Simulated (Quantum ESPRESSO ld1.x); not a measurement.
Q: These are the eigenvalues of the occupied orbitals of an atom or ion with whole-number occupations (eV). Method: scalar-relativistic Kohn-Sham, LDA (Slater exchange, VWN5 correlation), spin-polarised, spherical densities, point nucleus; computed with ld1.x of Quantum ESPRESSO 7.5.

1s up: -25894.5
1s down: -25890.3
2s up: -5206.12
2s down: -5202.07
2p up: -4861.24
2p down: -4856.45
3s up: -2017.72
3s down: -2004.03
3p up: -1908.54

Which element is it, and in what charge state? The configuration may be excited. Open shells, if any, are filled with parallel spins first.

A: Z = 46, palladium, charge +32: Pd32+ in [Ne] 3s2 3p2. The list shows which subshells hold electrons but not how many an open one holds; the 1s level, -951.61 hartree, gives Z - s = 43.6 by -(Z - s)^2/2, which with screening and relativity narrows Z to a few neighbours, and the depths of the outer levels then fix element, charge and occupations together.
